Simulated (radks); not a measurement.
Polarisability of neutral rhodium, [Kr] 4d8 5s1, at imaginary frequency. All-electron calculation, non-relativistic Kohn-Sham, LDA (Slater exchange, VWN5 correlation), spin-polarised, spherical densities, point nucleus; open shells are filled with parallel spins first (spin-orbit coupling, left out, can overturn this in heavy ions); relativity is left out, which matters for an element this heavy. Program: a radial shooting solver on a logarithmic mesh with Libxc functionals. Response by self-consistent Sternheimer equations with the Hartree and adiabatic LDA kernel.

w (hartree)  alpha1(iw) (bohr^3)
0.00266                    59.06
0.0143                     58.59
0.0360                     56.10
0.0697                     49.63
0.118                      39.40
0.186                      28.61
0.280                      19.89
0.413                      13.65
0.605                      9.272
0.892                      6.122
1.35                       3.794
2.12                       2.093
3.59                      0.9512
6.94                      0.3247
17.5                     0.07238

Static values: alpha1 = 59.08 bohr^3 (8.755 angstrom^3; uncoupled 95.86). C6 = 517.5, triple-dipole C9 = 20470 atomic units. One-pole (London) frequency 4 C6 / (3 alpha1^2) = 0.198 hartree, against 0.169 for minus the highest occupied eigenvalue. The dipole shielding factor is 1.000, as the force sum rule N/Z = 1.000 demands. Recommended static value: 66 bohr^3 (Schwerdtfeger and Nagle, 2023 table).
